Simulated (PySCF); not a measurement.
Palladium: a sound run and one with changed settings

Sound run: Pd [Kr] 4d10, Pd⁺ [Kr] 4d9. Computed with PySCF 2.14 in def2-TZVP with the def2 core potential (28 electrons) (6s4p3d1f, 40 functions), with scalar relativity through the core potential. The sound run starts from symmetry-adapted Hartree-Fock orbitals and uses a fine grid where one is needed.

A second run was set up differently.

| species | method | sound run (hartree) | changed run (hartree) | converged |
| --- | --- | --- | --- | --- |
| Pd | UHF | -127.03019 | -127.03019 | yes |
| Pd | BP86 | -127.97382 | -127.97382 | yes |
| Pd | r2SCAN | -127.89558 | -127.89558 | yes |
| Pd⁺ | UHF | -126.79939 | -126.79939 | yes |
| Pd⁺ | BP86 | -127.64775 | -127.66747 | yes |
| Pd⁺ | r2SCAN | -127.58693 | -127.62850 | yes |

Ionisation energy of Pd:

```json
{"method": "UHF", "sound run (eV)": "6.281", "changed run (eV)": "6.281"}
{"method": "BP86", "sound run (eV)": "8.873", "changed run (eV)": "8.336"}
{"method": "r2SCAN", "sound run (eV)": "8.399", "changed run (eV)": "7.267"}
```

Task: What was changed?
A. all electrons correlated in a valence basis
B. level shift left on
C. angular grid far too coarse
D. minimal basis

Result: C. It used 14 angular points. A coarse angular grid integrates products of high-l functions wrongly, so density functionals can shift, and the SCF can exploit the error; Hartree-Fock and MP2 need no grid.
